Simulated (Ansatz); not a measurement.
A family of molecules: the dipole moment

Gas-phase molecules, one atom swapped for its congeners: BHF2 `FBF`; AlHF2 `[F][AlH][F]`; GaHF2 `[F][GaH][F]`; InHF2 `[F][InH][F]`. All are singlets with charge 0.

Shapes, held fixed at every level: PBE0-D4/def2-TZVP. Programs: Ansatz 0.2.0. Values in D.

```tsv
level	BHF2	AlHF2	GaHF2	InHF2
PBE-D4/def2-TZVPP	0.76	1.28	2.37	3.31
r2SCAN-D4/def2-TZVPP	0.83	1.27	2.44	3.44
B3LYP-D4/def2-TZVPP	0.89	1.35	2.53	3.53
wB97M-V/def2-TZVPP	0.87	1.32	2.52	3.53
```

At wB97M-V/def2-TZVPP the dipole moment rises at every step, from 0.87 to 3.53 D. Every level shows the same order. For atoms past krypton def2 sets carry core potentials with scalar relativity. Relativity is left out for Ga. Magnitudes only: a dipole under 1 D may point either way.
